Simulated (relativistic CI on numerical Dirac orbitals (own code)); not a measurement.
# Ir³⁺: sensitivity of the levels to the model

Base calculation: Dirac-Coulomb-Breit CI, separate exchange-only KLI orbitals for each configuration, model QED, valence Slater integrals scaled by 0.85, P86 correlation energy added to each configuration.

Configurations in the expansion (outside the closed core [Kr] 4d10 4f14 5s2): 5p6 5d6, 5p6 5d5 6s, 5p6 5d5 6p, 5p6 5d5 5f, 5p6 5d5 5g, 5p6 5d4 6s 6p, 5p6 5d5 6d, 5p6 5d5 7s, 5p6 5d5 7p, 5p6 5d5 8s, 5p6 5d5 7d, 5p5 5d7, 5p6 5d5 6f, 5p6 5d5 8p, 5p6 5d5 8d, 5p6 5d4 5f 6s, 5p6 5d4 6p 7s, 5p6 5d4 6s2, 5p6 5d3 6s2 6p, 5p6 5d3 5f 6s2, 5p6 5d3 5g 6s2, 5p6 5d3 6s2 6d, 5p6 5d3 6s2 7s, 5p6 5d4 6s 7s, 5p6 5d3 6s 6p 7s, 5p6 5d3 5f 6s 7s, 5p6 5d3 5g 6s 7s, 5p6 5d3 6s 6d 7s, 5p6 5d3 6s 7s2. Double excitations out of closed p, d and f shells are left out; levels of such configurations are missing from the list, as are those of other unlisted configurations, and high levels can miss mixing partners.

The lowest level and the first level of each name with at least 55 % of one term (blank where a level has no safe partner in the second run):

| Level | Base (cm⁻¹) | Shift (cm⁻¹) |
| --- | --- | --- |
| 5p6 5d6 5D_4 | 0.0 | 0.0 |
| 5p6 5d6 5D_2 | 5122.4 | +254.5 |
| 5p6 5d6 5D_3 | 5239.5 | +190.0 |
| 5p6 5d6 5D_1 | 7840.9 | +323.6 |
| 5p6 5d6 5D_0 | 8081.4 | +413.6 |
| 5p6 5d6 3H_6 | 18740.9 | -664.4 |
| 5p6 5d6 3F_2 | 22143.9 | +364.5 |
| 5p6 5d6 1S_0 | 24434.0 | +2062.1 |
| 5p6 5d6 3D_1 | 26436.9 | +1750.6 |
| 5p6 5d6 3G_4 | 27441.9 | +645.4 |
| 5p6 5d6 3D_2 | 27666.6 | +1542.7 |
| 5p6 5d6 3D_3 | 29050.6 |  |
| 5p6 5d6 3G_3 | 29972.8 |  |
| 5p6 5d6 1I_6 | 32245.8 | -613.7 |
| 5p6 5d6 3P_1 | 33406.5 | +827.9 |
| 5p6 5d6 3P_0 | 34908.7 | +1143.7 |
| 5p6 5d5 6s 7S_3 | 35760.1 | -1072.3 |
| 5p6 5d6 1F_3 | 36193.3 | +1116.9 |
| 5p6 5d6 1G_4 | 36518.2 | +1023.9 |
| 5p6 5d6 1D_2 | 39216.7 | +483.4 |
| 5p6 5d6 3F_4 | 46200.5 | +1055.4 |
| 5p6 5d5 6s 5G_2 | 60300.8 | -1053.8 |

Correlation outside the listed configurations is missing or only estimated: errors of thousands of cm⁻¹ between configurations and terms are usual at this charge. Rates and lifetimes follow the computed energies and can be off by large factors. The fine structure of a lone outer electron comes out too small, for d and f at times inverted, and misplaced configurations move strength between like terms.

Task: One thing was changed in a second run, which moved the levels as shown. Which?
A. valence Slater integrals scaled by 0.75
B. no correlation estimate
C. configuration mixing switched off
D. QED terms removed
E. Breit term removed

Result: C. Configuration mixing switched off. Without mixing, levels that were pushed by configurations of the same parity and J return to their single-configuration places.

LS names give the leading component of a level, which can be under half, so a name can repeat, a term be missing and a line seem to break the LS rules.
